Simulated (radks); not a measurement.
Values are calculated unless marked as measured or tabulated.
Cr3+, 21 electrons, occupied as [Ar] 3d3.

Level of theory: scalar-relativistic Kohn-Sham, r2SCAN, spin-polarised, spherical densities, finite nucleus; open shells are filled with parallel spins first; meta-GGA in the generalised Kohn-Sham scheme; Fermi nuclear charge, rms radius 3.6452 fm (a radial shooting solver on a logarithmic mesh with Libxc functionals).

Energy parts (eV):
part                      energy
total                 -28541.126
kinetic                28833.689
electron-nucleus      -67288.845
Hartree                11216.634
exchange-correlation   -1302.604

Orbitals (lengths in bohr, moments of r in powers of bohr; <r^-3> diverges for s and p1/2):
1s down: occ. 1; eigenvalue (eV) -5942.447; <r^4> 0.00007617; <r> 0.06357
1s up: occ. 1; eigenvalue (eV) -5942.416; <r^4> 0.00007618; <r> 0.06357
2s up: occ. 1; eigenvalue (eV) -716.3176; <r^4> 0.01801; <r> 0.2927
2s down: occ. 1; eigenvalue (eV) -714.5455; <r^4> 0.01784; <r> 0.2921
2p up: occ. 3; eigenvalue (eV) -606.9261; <r^-3> 361.6; <r^4> 0.01419; <r> 0.2600
2p down: occ. 3; eigenvalue (eV) -605.5705; <r^-3> 362.9; <r^4> 0.01402; <r> 0.2593
3s up: occ. 1; eigenvalue (eV) -117.1635; <r^4> 1.303; <r> 0.8869
3s down: occ. 1; eigenvalue (eV) -112.6769; <r^4> 1.332; <r> 0.8908
3p up: occ. 3; eigenvalue (eV) -86.9585; <r^-3> 44.86; <r^4> 1.785; <r> 0.9366
3p down: occ. 3; eigenvalue (eV) -82.4826; <r^-3> 44.11; <r^4> 1.835; <r> 0.9416
3d up: occ. 3; eigenvalue (eV) -40.5129; <r^-3> 3.985; <r^4> 4.653; <r> 1.092
3d down: occ. 0; eigenvalue (eV) -35.9217; <r^-3> 3.926; <r^4> 5.160; <r> 1.108

The highest occupied level is 3d up at -40.513 eV. Summed over all electrons, <r^2> = 13.16 bohr^2, which gives a Langevin (diamagnetic) susceptibility term of -10.4 x 10^-6 cm^3/mol. For comparison, the ionisation energy in NIST's Atomic Spectra Database is 49.16 eV (semi-empirical). In exact Kohn-Sham theory the highest level is minus the ionisation energy, but local and semilocal functionals leave it too shallow, through self-interaction and a potential that decays too fast; potentials with the right tail come closer. Spin moment in Bohr magnetons: 3. The electron density at the nucleus is 1.15e+04 e/bohr^3 (large components only). The density falls to 0.001 e/bohr^3 at r = 2.75 bohr.
